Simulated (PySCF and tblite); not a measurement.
Values are calculated unless marked as measured or tabulated.
C₅H₃F₃O, numbered as in [CH:1]#[C:2][C:3](=[O:4])[CH2:5][C:6]([F:7])([F:8])[F:9].

Search: ETKDG, MMFF94s, GFN2-xTB, 90 starts; geometries at GFN2-xTB. Weights use B3LYP-D3(BJ)/def2-SVP (IEF-PCM, acetone) energies plus GFN2-xTB zero-point and thermal terms (modes under about 100 cm⁻¹ blended into free rotors). Symmetry numbers and mirror images are counted. Conformers within 2.5 kcal/mol (GFN2-xTB free energy) were kept, 4 at most. GIAO shieldings: KT2/pcSseg-1 (IEF-PCM, acetone). Shifts are against TMS (¹H), TMS (¹³C) at the same level. (PySCF 2.14, tblite 0.8.)

Q: What shifts does this protocol give at 298.15 K under fast conformational exchange?

A: ¹H: 3.76 (H5, 2H), 3.65 (H1, 1H) ppm. ¹³C: 171.5 (C3), 133.9 (C6), 86.7 (C1), 79.1 (C2), 55.0 (C5) ppm.

Q: How do the conformers differ?

A: Torsions listed: O4–C3–C5–C6. Of a mirror pair one member is shown.
```tsv
conformer	shape	weight %
1	1°	87.1
2	-140°	12.9
```

| signal | 1 | 2 | average |
| --- | --- | --- | --- |
| H1 | 3.61 | 3.92 | 3.65 |
| H5 | 3.80 | 3.54 | 3.76 |
| C1 | 86.0 | 91.1 | 86.7 |
| C2 | 79.3 | 78.3 | 79.1 |
| C3 | 171.6 | 171.1 | 171.5 |
| C5 | 54.8 | 56.0 | 55.0 |
| C6 | 133.8 | 134.5 | 133.9 |

Q: Which signal moves most, for its nucleus, between 250 and 350 K through the change of populations alone?

A: C1: 86.5 ppm at 250 K, 86.7 ppm at 298.15 K, 86.9 ppm at 350 K.

Shifts are unscaled: against experiment ¹³C can be off by 15 ppm or more and ¹H by 0.8 ppm.


Conformer gaps in def2-SVP on xTB geometries can be 2 kcal/mol too large for S=O, P=O and other polar bonds.